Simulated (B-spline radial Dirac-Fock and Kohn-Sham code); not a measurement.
## S: input and output of one calculation

ΔSCF core binding energies without Breit or QED terms, calculated with a radial atomic solver. Keys: rel is the Hamiltonian (dirac, or spin-free x2c and nr, where L3 and M5 stand for the whole 2p and 3d shells), method is hf or an exchange,correlation pair (spin-unpolarised, also for the hole states), nuc the nuclear model, radius_factor scales its radius, rmax is the box in bohr, h the logarithmic mesh step, order the B-spline order, points the quadrature points per cell, c_factor scales the speed of light, and damp, ndamp, maxit and tol steer the iteration. The run stops when the commutator error falls below 10·tol·max(1, Z/10), or the numerical noise floor, and the energy has settled to about 1e-8 Ha; the virial ratio is −V/T.

Input (task.json):

```json
{"items": [{"Z": 16, "q": 0, "cfg": [[1, 0, 2], [2, 0, 2], [2, 1, 6], [3, 0, 2], [3, 1, 4]], "A": 32, "rrms": 3.2611, "do": "settings", "holes": ["K", "L3", "M5"],
  "settings": [{"rel": "dirac", "method": "hf", "nuc": "fermi", "radius_factor": 1.0, "rmax": 45.0, "h": 0.3, "order": 8, "points": 10, "c_factor": 1.0, "maxit": 95, "damp": 0.5, "ndamp": 3, "tol": 1e-14}]}]}
```

Command: `python xray2_run.py task.json out`

Ground-state iterations:

```
iter   energy (Ha)        error
   1     -396.77251171  5.98e-01
   2     -398.33664735  1.03e-01
   3     -398.56304030  3.32e-02
   4     -398.59312679  1.34e-02
   5     -398.59757724  3.81e-03
   6     -398.59791801  1.96e-04
   7     -398.59792132  7.00e-05
   8     -398.59792145  9.62e-06
   9     -398.59792145  8.94e-07
  10     -398.59792145  9.37e-08
```

The ground state converged in 10 iterations, with total energy -398.59792 Ha, virial ratio 1.99438 and highest orbital energy -11.55 eV. ΔSCF binding energies: K (1s) 2482.4 eV. Holes are computed only in closed shells, and unreliable hole states are left out.

One setting is outside the advised range (tolerance below the noise), but here it does no visible harm: the result matches the run with default settings.
